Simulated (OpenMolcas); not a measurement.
# Pd3+: from CASSCF to CASPT2

```
Program             : OpenMolcas 26.06
Basis               : ANO-R2 [7s5p4d2f1g]
Scalar Hamiltonian  : X2C, finite nucleus
Active space        : 7 electrons in 5 orbitals (4d)
State averaging     : 2S+1 = 4 even, 10 roots; 2S+1 = 2 even, 40 roots (35 in the spin-orbit step)
Spin-orbit coupling : state interaction with AMFI integrals over the reference wave functions, term energies averaged over their components
```

Methods on the same reference wave functions:
A. CASSCF
B. SS-CASPT2, IPEA 0.25 Eh, imaginary shift 0.1 Eh (closed shells correlated: 4s 4p)

Energies in cm⁻¹ above 4d⁷ ⁴F_9/2.

| Level | A | B |
| --- | --- | --- |
| 4d⁷ ⁴F_9/2 | 0.0 | 0.0 |
| 4d⁷ ⁴F_7/2 | 2738 | 2770 |
| 4d⁷ ⁴F_5/2 | 4503 | 4490 |
| 4d⁷ ⁴F_3/2 | 5609 | 5550 |
| 4d⁷ ⁴P_3/2 | 16749 | 13620 |
| 4d⁷ ⁴P_5/2 | 16930 | 13700 |
| 4d⁷ ²G_9/2 | 17466 | 15430 |
| 4d⁷ ⁴P_1/2 | 18632 | 15440 |
| 4d⁷ ²G_7/2 | 20198 | 18160 |
| 4d⁷ ²P_3/2 [50 %] | 23060 | 20000 |
| 4d⁷ ²H_11/2 | 23186 | 20560 |
| 4d⁷ ²D_5/2 | 25455 | 21960 |
| 4d⁷ ²P_1/2 | 25762 | 22920 |
| 4d⁷ ²H_9/2 | 25936 | 23380 |
| 4d⁷ ²D_3/2 [66 %] | 30143 | 26870 |
| 4d⁷ ²F_5/2 | 38515 | 32070 |
| 4d⁷ ²F_7/2 | 39593 | 33190 |

From A to B the spin-free energies of the other terms of 4d⁷ shown, above ⁴F, scale by factors of 0.78 to 0.87, as is usual when dynamic correlation screens the repulsion within a d or f shell.

The lowest spin-free term lies below A's lowest term by 0.463 hartree in B.

CASPT2 breaks the degeneracy within a term, and the mean is taken; among the terms shown or strongly mixed into the levels shown the widest spread is 770 cm-1 (4d⁷ ²H, B). Some high roots are left out of the spin-orbit mixing, which shifts the levels that they would mix with. Without dynamic correlation excited terms often stand tens of per cent too high (terms of higher spin than the ground term too low), and those without a measured partner can miss by more than the paired ones (holds for A). The CASPT2 spread within a term exceeds the gap to the next term for 4d⁷ ²P and 4d⁷ ²H, so the order of their levels is uncertain (holds for B). Only configurations of the active space appear.

A share in square brackets marks a mixed level and gives the weight of the term that names it, the lowest over the columns.
